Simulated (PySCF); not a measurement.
C3H10GaNS.
Atom-mapped SMILES: `[CH2:1]=[N:2][GaH2-:3][S+:4]([CH3:5])[CH3:6]` (hydrogens: H7, H8 on C1; H9, H10 on Ga3; H11, H12, H13 on C5; H14, H15, H16 on C6)

Torsions of this conformer, `[CH2:1]=[N:2][GaH2-:3][S+:4]([CH3:5])[CH3:6]`: C1–N2–Ga3–S4 -151°, N2–Ga3–S4–C5 -156°.

The closed-shell ground state was solved at several levels (PySCF, density fitting, gas phase). Isolated species at its PBE0-D3(BJ)/def2-SVP geometry (one conformer only). Relativistic effects, spin–orbit coupling among them, are left out although an element past zinc is present.

| level | basis functions | total energy (Eh) | HOMO (eV) | LUMO (eV) | gap (eV) | dipole (D) |
| --- | --- | --- | --- | --- | --- | --- |
| PBE0/pcSseg-1 | 183 | -2497.2610 | -5.98 | -0.04 | 5.94 | 3.13 |
| wB97X-D/def2-SVPD | 225 | -2497.6274 | -7.85 | 1.60 | 9.45 | 3.17 |

What might PBE/pcSseg-1 (183 basis functions) give for the same quantities?

Total energy -2497.1817 Eh, HOMO -4.66 eV, LUMO -1.15 eV, gap 3.51 eV, dipole 3.19 D.

Over all these levels, which gives the widest orbital gap and which the narrowest?

wB97X-D/def2-SVPD (range-separated hybrid) has the widest, 9.45 eV, and PBE/pcSseg-1 (GGA) the narrowest, 3.51 eV. Functional and basis both differ between the two, so the spread mixes both effects.

How far do the dipole and the HOMO energy spread over the levels?

The dipole runs from 3.13 to 3.19 D (mean 3.16 D) and the HOMO from -7.85 to -4.66 eV.

Note: wB97X-D ran without an empirical dispersion term, which enters the total energy and its gradient alone.
